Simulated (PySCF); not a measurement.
NICS in rings of unrelated molecules.

NICS is the negative of the GIAO shielding at a point without a nucleus: at the ring centre (0) and 1 Å above and below it (1); zz is the component along the ring normal. Level: GIAO PBE0/pcSseg-1 (PySCF, non-relativistic, gas phase) on the GFN2-xTB geometries, one conformer each. Atom numbers follow the mapped SMILES.

Task: Order these rings by mean NICS(1)zz, lowest (most negative) first (ppm).
A. ring C4–C5–C6 in `[CH3:1]/[C:2]([F:3])=[C:4]1[CH:5]=[C:6]/1[F:7]`
B. ring C3–C4–C5–C6–C7–P8 in `[CH3:1][CH2:2][c:3]1[cH:4][cH:5][cH:6][cH:7][p:8]1`
C. ring C3–C4–C5 in `[CH3:1][CH2:2][C@@H:3]1[CH2:4][C@H:5]1[N:6]([SiH3:7])[SiH3:8]`
D. ring Si4–C5–Si6–C8 in `[CH3:1][CH2:2][NH:3][Si@H:4]1[CH2:5][Si@H:6]([CH3:7])[CH2:8]1`
E. ring C3–P4–C5–C6–C7 in `[CH2:1]=[CH:2][c:3]1[pH:4][cH:5][cH:6][c:7]1[CH3:8]`
F. ring C4–C5–C6–C8 in `[CH2:1]=[CH:2]/[CH:3]=[C:4]1/[CH2:5][C@@H:6]([CH3:7])[C:8]1=[CH2:9]`

Result: B (-26.4), C (-20.1), E (-8.4), A (-5.6), F (1.9), D (4.9).

| SMILES | ring | NICS(0) | NICS(1) | NICS(1)zz | HOMA | rms pucker (Å) | ring atoms with four or more neighbours |
| --- | --- | --- | --- | --- | --- | --- | --- |
| CCc1ccccp1 | 6-membered ring with P; formal bonds all aromatic | -7.5 | -10.6 | -26.4 | 0.92 | 0.00 | 0 |
| CC[C@@H]1C[C@H]1N([SiH3])[SiH3] | 3-membered carbocycle; formal bonds all single | -41.9 | -8.4 | -20.1 | – | 0.00 | 3 |
| C=Cc1[pH]ccc1C | 5-membered ring with P; bonds drawn aromatic by RDKit's count | -3.0 | -5.1 | -8.4 | 0.10 | 0.04 | 0 |
| C/C(F)=C1C=C/1F | 3-membered carbocycle; formal bonds 1 double, 2 single | -28.6 | -5.3 | -5.6 | -0.52 | 0.00 | 0 |
| C=C/C=C1/C[C@@H](C)C1=C | 4-membered carbocycle; formal bonds all single | 3.1 | -1.4 | 1.9 | – | 0.01 | 2 |
| CCN[Si@H]1C[Si@H](C)C1 | 4-membered ring with 2 Si; formal bonds all single | 0.4 | -1.1 | 4.9 | – | 0.01 | 4 |

NICS(0) gives another order. The isotropic NICS(1) gives another order. HOMA uses Krygowski's 1993 parameters; it is left out where a ring has a four-coordinate atom, a triple bond, no multiple bond or a kind of bond without parameters. NICS(1) and NICS(1)zz are means over the two faces.
